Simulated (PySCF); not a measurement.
C₆H₇P.
Z-matrix (Å and degrees, PBE0-D3(BJ)/def2-SVP geometry), rows numbered from 1:
```
P 
C   1  1.8394
C   2  1.4006  1  120.62
C   3  1.3937  2  120.65  1   175.09
C   4  1.3938  3  120.28  2    -0.38
C   5  1.3942  4  119.49  3    -0.03
C   6  1.3932  5  120.29  4     0.03
H   1  1.4279  2   97.27  3   140.00
H   1  1.4278  2   97.25  3    45.43
H   3  1.0938  2  120.00  1    -5.31
H   4  1.0929  3  119.61  2   179.49
H   5  1.0924  4  120.27  3   179.88
H   6  1.0928  5  120.07  4   179.89
H   7  1.0938  2  119.97  1     5.27
```

The closed-shell ground state was solved at several levels (PySCF, density fitting, gas phase, non-relativistic).

```
           level  basis functions  total energy (Eh)  HOMO (eV)  LUMO (eV)  gap (eV)  dipole (D)
PBE0/aug-cc-pVDZ              228          -573.8078      -6.70      -0.60      6.10        1.02
    PBE0/cc-pVTZ              312          -573.8691      -6.68      -0.49      6.19        1.02
  PBE0/def2-TZVP              265          -573.8709      -6.69      -0.54      6.15        1.02
   PBE0/IGLO-III              324          -573.8745      -6.67      -0.56      6.11        0.89
   PBE0/def2-SVP              137          -573.5109      -6.65      -0.40      6.25        1.04
```

Task: What might PBE0/cc-pVDZ (137 basis functions) give for the same quantities?

Result: Total energy -573.7974 Eh, HOMO -6.59 eV, LUMO -0.33 eV, gap 6.26 eV, dipole 1.01 D.

Task: How much does the basis alone move the frontier levels among the 6 PBE0 rows (the withheld one included)?

Result: The HOMO by 0.11 eV and the LUMO by 0.27 eV. By rising basis size (HOMO, LUMO in eV): def2-SVP -6.65, -0.40; cc-pVDZ -6.59, -0.33; aug-cc-pVDZ -6.70, -0.60; def2-TZVP -6.69, -0.54; cc-pVTZ -6.68, -0.49; IGLO-III -6.67, -0.56.

Task: How far do the dipole and the HOMO energy spread over the levels?

Result: The dipole runs from 0.89 to 1.04 D (mean 1.00 D) and the HOMO from -6.70 to -6.59 eV.

One conformer stands for the species.
